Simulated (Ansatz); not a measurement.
System: BeO (charge 0, singlet). SMILES: [Be]=[O]

Atoms: Be1, O2. Bonds: Be1-O2.

Bond lengths (Å) and angles (degrees) optimised at HF/STO-3G with Ansatz (a first-principles code); PBE/6-31G* with Ansatz; B3LYP/6-31G* with Ansatz, each started from the B3LYP-D3(BJ)/def2-TZVP structure (Ansatz) of the last column. A row stands for all coordinates that are equal there. 6-31G* holds six Cartesian d functions.

```
coordinate  HF/STO-3G  PBE/6-31G*  B3LYP/6-31G*  B3LYP-D3(BJ)/def2-TZVP
----------  ---------  ----------  ------------  ----------------------
Be1-O2          1.269       1.347         1.328                   1.327
```

Mean signed difference of all 1 bond lengths from B3LYP-D3(BJ)/def2-TZVP: HF/STO-3G -0.058 Å, PBE/6-31G* 0.021 Å, B3LYP/6-31G* 0.001 Å.
